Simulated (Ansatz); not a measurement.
System: sum formula BOCl, charge -1, multiplicity 2. SMILES of the parent species: O=BCl
Structure (B3LYP-D3(BJ)/def2-TZVP (Ansatz, an electronic-structure program) minimum search):
```xyz
3

B      0.9583    -0.1417     0.0212
O      1.4290    -0.3671    -1.1061
Cl    -0.9543     0.2144     0.5143
```
Charge -1, spin multiplicity 2.

Problem. Give the harmonic wavenumbers at B3LYP-D3(BJ)/def2-TZVP (Ansatz, finite differences of forces, unscaled).

Solution. 260, 488, 1679 cm⁻¹. Zero-point energy 3.5 kcal/mol.

Problem. From these and the geometry, give the ideal-gas thermochemistry at 298.15 K and 1 atm (rigid rotor, harmonic oscillator).

Solution. Point group Cs, rotational symmetry number 1. Rotational constants 138.7, 4.851, 4.687 GHz. S(trans) 38.31, S(rot) 22.15, S(vib) 2.36, S(elec, spin only) 1.38, S 64.2 cal/(mol K). H(298) - H(0) 2.81 kcal/mol; G - E(el) -12.9 kcal/mol.
